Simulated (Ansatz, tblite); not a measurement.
Cost and result up the ladder for Hf(OH)4 (HfO₄H₄) (9 atoms). Total charge 0; singlet. Geometry: PBE0-D4/def2-SVP.

Cartesian coordinates in Å:
```
Hf -0.0001 0.0000 0.0001
O 0.7706 -1.6225 -0.7094
H 1.1508 -2.4266 -1.0510
O 1.2965 1.4274 -0.1049
H 1.9417 2.1262 -0.1617
O -0.5035 -0.2797 1.8435
H -0.7604 -0.4165 2.7508
O -1.5639 0.4747 -1.0289
H -2.3316 0.7171 -1.5385
```

Ansatz on 4 threads of Arm Neoverse V2 on a shared host; xTB runs through tblite on one thread. Times are rough, summed over both states, and most runs start from the orbitals of an earlier one. PBE0-D4/def2-TZVP serves as the yardstick here, not as an exact answer. The other state is a doublet.

In the def2 sets Hf takes a core potential; there is no spin–orbit coupling. The xTB rows come from tblite. HOMO above LUMO, or a gap near zero within one spin, warns that the state may not be the lowest or that an electron is smeared out.

Raw xTB energies of ions are shifted by several eV.

| level | functions | vertical IE (eV) | difference from PBE0-D4/def2-TZVP (eV) | remarks |
| --- | --- | --- | --- | --- |
| PBE0-D4/def2-TZVP (with forces) | 188 | 10.42 | 0.00 | – |
| PBE-D4/def2-TZVP | 188 | 9.69 | -0.73 | gap within one spin near zero (+1 doublet) |
| GFN2-xTB | 29 | 14.17 | 3.75 | – |
| GFN1-xTB | 33 | 15.70 | 5.28 | – |
| r2SCAN-D4/def2-TZVP | 188 | 9.95 | -0.47 | – |

Question: Estimate how long each takes.

Answer: GFN2-xTB 0.007 s; GFN1-xTB 0.01 s; PBE-D4/def2-TZVP 7.4 s; PBE0-D4/def2-TZVP (with forces) 14 s; r2SCAN-D4/def2-TZVP 20 s. On shared hardware such times vary by a factor of up to 3.
